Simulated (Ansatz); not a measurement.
Ansatz (an electronic-structure program) input (MP2/6-31G* with LANL2DZ past Ar): The .json file joins the Basis Set Exchange's 6-31G* for atoms up to Ar and LANL2DZ past it.

Ansatz 0.2 input:
```yaml
crystal:
  periodic: [false, false, false]
  atoms:
    - {symbol: Sn, position_ang: [-0.00000000, -0.00000000, -0.28788838]}
    - {symbol: F, position_ang: [0.00000000, 0.00000000, 1.59937991]}
basis:
  gaussian:
    orbitals: 6-31Gs+LANL2DZ.json
total_charge: 1
magnetization: {spin_polarized: false}
correlation: {method: mp2, electrons: outside_noble_gas}
relax: {f_tol: 0.003, max_steps: 120}
```

From the last part of the output:

```
second order -5.76684589 eV of doubles, -0.00000000 eV of singles
the calculation of the forces begins
relax step   3: F+E_penalty+E_count = -2794.07085380 eV  Δ(F+E_penalty+E_count) = -6.160e-3 eV  max|allowed force component| = 7.037e-2 eV/Å  Δτ_max = 0.0113 Å  (35 SCF iters, accepted)
these checks for a lower state are left out or cut short: starts, cluster_reference, orbital_swaps, neighbouring_geometries, increment
integrals: 0.00 GiB planned
269 factors; integrals over basis functions are off by at most 1.9e-4 eV
mean field: 0.04 GiB planned
mean field -2788.30214996 eV, -102.4682140321 hartree, gradient 1.9e-6 eV, S^2 0.000000; 0 other end points of the search recorded, 0 dependent functions left out
1 core orbitals not correlated
reference -2788.30214996 eV, -102.4682140321 hartree; 5, 5 occupied and 17, 17 virtual orbitals, 269 factors
densities: 0.04 GiB planned
second order -5.76878285 eV of doubles, -0.00000000 eV of singles
the calculation of the forces begins
relax step   4: F+E_penalty+E_count = -2794.07093281 eV  Δ(F+E_penalty+E_count) = -7.901e-5 eV  max|allowed force component| = 8.136e-4 eV/Å  Δτ_max = 0.0011 Å  (28 SCF iters, accepted)
these checks for a lower state are left out or cut short: cluster_reference
integrals: 0.00 GiB planned
269 factors; integrals over basis functions are off by at most 1.9e-4 eV
mean field: 0.04 GiB planned
mean field evaluation 64: about -2788.3021 eV, gradient 1.9e-6 eV
mean field -2788.30214996 eV, -102.4682140321 hartree, gradient 1.9e-6 eV, S^2 0.000000; 1 other end points of the search recorded, 0 dependent functions left out
1 core orbitals not correlated
reference -2788.30214996 eV, -102.4682140321 hartree; 5, 5 occupied and 17, 17 virtual orbitals, 269 factors
densities: 0.04 GiB planned
second order -5.76878285 eV of doubles, -0.00000000 eV of singles
the calculation of the forces begins
Total energy: -2794.07093281 eV, -102.6802128915 hartree
Atom 0 at    -0.000000     0.000000    -0.241198 Å, force    -0.000000     0.000000     0.000814 eV/Å
Atom 1 at     0.000000    -0.000000     1.552690 Å, force     0.000000    -0.000000    -0.000814 eV/Å
Dipole moment:     0.000000     0.000000    -0.619560 e Å
Checks for a lower state left out: cluster_reference
```

The dipole moment of an ion depends on the origin.
